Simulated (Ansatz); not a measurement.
Cartesian coordinates in Å:
```
F -1.301 -1.127 -0.034
Ge 0.127 -0.147 0.065
I -0.513 2.156 -0.638
H 1.131 -0.737 -0.927
H 0.555 -0.145 1.534
```

Total charge 0; spin multiplicity 1. I takes the def2 core potential.

Q: List the PBE/def2-TZVPP orbital energies in eV (Ansatz). (Best estimate.)

A: Ansatz gave: Occupied: -10806.02, -1339.30, -1192.74, -1192.72, -1192.69, -659.53, -180.10, -163.95, -127.48, -127.24, -127.22, -115.45, -115.40, -115.30, -49.59, -49.51, -49.50, -49.30, -49.30, -31.62, -31.23, -31.16, -31.13, -31.13, -28.44, -17.82, -14.19, -10.67, -10.36, -10.01, -8.68, -8.33, -6.92, -6.78. Lowest empty: -2.05, -1.18, -0.09, 0.73, 3.00, 3.30, 3.56, 3.65.
